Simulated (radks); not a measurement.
Problem. The mean radii <r> (bohr) of the occupied orbitals of an atom or ion are listed with their occupations. Method: scalar-relativistic Kohn-Sham, r2SCAN, spin-polarised, spherical densities, finite nucleus; meta-GGA in the generalised Kohn-Sham scheme; Fermi nuclear charge, rms radius of each element as measured or else 0.836 A^(1/3) + 0.57 fm; computed with a radial shooting solver on a logarithmic mesh with Libxc functionals.

| orbital | occ. | <r> |
|---|---|---|
| 1s up | 1 | 0.04135 |
| 1s down | 1 | 0.04127 |
| 2s up | 1 | 0.1727 |
| 2s down | 1 | 0.1736 |
| 2p up | 2 | 0.1485 |

Name the element and its charge. Open shells, if any, are filled with parallel spins first.

Solution. Z = 36, krypton, charge +30: Kr30+ in [He] 2s2 2p2. The 1s radius gives Z: for a bare nucleus <r> = (2 gamma + 1)/(2Z) with gamma = sqrt(1 - (Z/c)^2), 0.04069 bohr for Z = 36, and screening makes it slightly larger (0.04135 here). The occupations add up to 6, and the charge is Z minus that.
